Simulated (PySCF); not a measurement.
Gas-phase reaction: 2 GeCl₂ + 2 H₂ ⇌ GeCl₄ + GeH₄

Energies from PySCF, thermal terms from the rigid-rotor harmonic-oscillator model, ideal gas at 1 bar. † marks an energy on the PBE0/def2-TZVP geometry and frequencies; other levels use their own. MP2 and CCSD(T) freeze the core. All species are closed-shell singlets. B3LYP is the form with VWN-RPA correlation. Ge: all electrons, no relativistic terms. MP2 isn't extrapolated to the basis-set limit; its ΔH°(298 K) is -165.7 kJ in def2-SVP and -140.9 kJ in def2-TZVPP. CCSD(T) isn't extrapolated to the basis-set limit; its ΔH°(298 K) is -142.7 kJ in def2-SVP and -130.7 kJ in def2-TZVPP. The harmonic model lacks anharmonicity and excited electronic states, which grow with temperature; levels with a mode under 35 cm⁻¹ are left out.

```
level              ΔE electronic, kJ  ΔH°(298 K), kJ  ΔS°(298 K), J/K  ΔG°(1400 K), kJ
-----------------  -----------------  --------------  ---------------  ---------------
B3LYP/def2-TZVP†                 -55             -38             -285              366
CCSD(T)/def2-SVP†               -160            -143             -285              262
M06-2X/def2-TZVP†               -111             -94             -285              311
MP2/def2-TZVPP†                 -158            -141             -285              263
PBE/def2-TZVP†                   -71             -54             -285              351
PBE0/def2-QZVP†                 -116             -99             -285              305
PBE0/def2-TZVP                  -118            -101             -285              303
r2SCAN/def2-TZVP†               -120            -103             -285              301
LDA/def2-TZVP†                  -150            -133             -285              271
```
ΔH° is lowest at CCSD(T)/def2-SVP† and highest at B3LYP/def2-TZVP†. No reference value is set beside these.
